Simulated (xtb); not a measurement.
CH3AlBrFO, SMILES C[O][Al]([F])[Br]. All values are semi-empirical tight-binding results from xtb (GFN2-xTB unless named), good for trends rather than for accurate numbers. Geometry optimised at GFN2-xTB. One conformer was computed; it need not be the lowest.

Optimised geometry:

Bond lengths (Å): Al1–F2 1.645, Al1–Br3 2.229, Al1–O4 1.633, O4–C5 1.402, C5–H6 1.091, C5–H7 1.091, C5–H8 1.092. Bond angles (°): F2–Al1–Br3 120.0, F2–Al1–O4 121.1, Br3–Al1–O4 119.0, Al1–O4–C5 179.1, O4–C5–H6 109.6, O4–C5–H7 109.7, O4–C5–H8 109.6, H6–C5–H7 109.2, H6–C5–H8 109.3, H7–C5–H8 109.4.
Charge 0, spin multiplicity 1.

For metal compounds this method's bond lengths and energies can be far off.

orbital gap: 4.15 eV
zero-point energy: 27.9 kcal/mol
G − E(el) at 298.15 K (modified RRHO): 6.2 kcal/mol

Computed atomic charges and the Wiberg bond orders between heavy atoms:
charges (e) Al1 0.49, F2 -0.25, Br3 -0.11, O4 -0.34, C5 0.05, H6 0.05, H7 0.05, H8 0.05. Bond orders Al1–F2 1.22, Al1–Br3 1.29, Al1–O4 1.35, O4–C5 0.95.
